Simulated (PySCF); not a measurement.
# Reading the logs of faulty runs: CH6NSi2 cation

Calculated results; nothing here was measured. The program is PySCF 2.14.0, an open-source quantum chemistry code, run on an isolated molecule that a program drew, which may never have been made. The molecule is CH6NSi2 cation (charge +1, singlet), drawn as the SMILES string `N[SiH]=C[SiH2+]`.

Each row is a Hartree-Fock (HF) and frozen-core CCSD(T) single point in the cc-pV(D+d)Z basis, meant for a local HF minimum. Run 1 is clean. Each other run has one planted mistake out of seven kinds, and not every kind appears here: one electron removed, one electron added, multiplicity raised by two, geometry at a saddle point, minimal basis STO-3G, one bond length entered in bohr, all coordinates scaled. The reference is restricted for singlets and unrestricted otherwise, and also for a bond in bohr. Adding or removing an electron swaps singlet and doublet. Electrons count all cores. HOMO and LUMO are orbital energies over both spins, the gradient is its largest component, and the lowest frequency (negative if imaginary) is given only where the gradient is small. Bond lengths are over the 9 bonds as drawn. T1 is the CCSD diagnostic: over 0.02 (restricted) or 0.045 (unrestricted) a single reference is doubtful.

Geometry of the clean run:
```xyz
10
CH6NSi2 cation, angstrom
N    -1.4665    1.1174   -0.9475
Si    0.1187    0.8737   -0.5647
C     0.8272   -0.6464   -0.0536
Si    0.0887   -2.1859    0.1663
H    -2.1943    0.4268   -0.9303
H    -1.8087    2.0178   -1.2348
H     0.9226    2.0839   -0.6918
H     1.8951   -0.5878    0.1510
H    -1.3422   -2.3882   -0.0781
H     0.8423   -3.3600    0.6035
```

| run | electrons | basis functions | <S^2> | HOMO (eV) | LUMO (eV) | gradient (hartree/bohr) | lowest frequency (cm^-1) | mean bond (Å) | longest bond (Å) | T1 | HF (hartree) | CCSD(T) (hartree) | mistake |
|---|---|---|---|---|---|---|---|---|---|---|---|---|---|
| 1 | 46 | 104 | 0.000 | -14.36 | -3.84 | 2.1e-05 | 117 | 1.4008 | 1.753 | 0.0164 | -673.44711 | -673.98863 | no fault |
| 2 | 46 | 104 | 0.000 | -13.62 | -4.10 | 5.6e-02 | - | 1.5157 | 1.897 | 0.0217 | -673.38530 | -673.94866 | all coordinates scaled |
| 3 | 46 | 34 | 0.000 | -11.94 | -0.59 | 2.2e-02 | - | 1.4008 | 1.753 | 0.0288 | -665.64159 | -665.89633 | ? |
| 4 | 46 | 104 | 0.849 | -14.38 | -4.04 | 1.1e-02 | - | 1.5450 | 2.756 | 0.0426 | -673.32930 | -673.85980 | ? |

**Which mistake was planted in run 3, and what did it cost?**

It has 34 basis functions where the clean run has 104, with the same electrons and geometry. So the mistake is: minimal basis STO-3G. Subtracting run 1 and multiplying by 627.51 kcal/mol a hartree, the energy moved by 4898.0 kcal/mol in HF and 5078.0 kcal/mol in CCSD(T).

**Which mistake was planted in run 4, and what did it cost?**

The mean bond changes by a factor of 1.103 and the longest by 1.572, so the molecule wasn't scaled as a whole. A length L in bohr read as angstrom grows by (1/0.5292 - 1) L = 0.890 L. The 9 bonds together grew by 9 x 0.1442 = 1.298 Å, which gives L = 1.459 Å. That is the length of one of the H-Si bonds, 1.458 Å in the clean geometry. So the mistake is: one bond length entered in bohr. Subtracting run 1 and multiplying by 627.51 kcal/mol a hartree, the energy moved by 73.9 kcal/mol in HF and 80.8 kcal/mol in CCSD(T).

Cautions from the logs. Run 2: T1 is over the limit, so its CCSD(T) energy is less reliable; run 3: T1 is over the limit, so its CCSD(T) energy is less reliable.
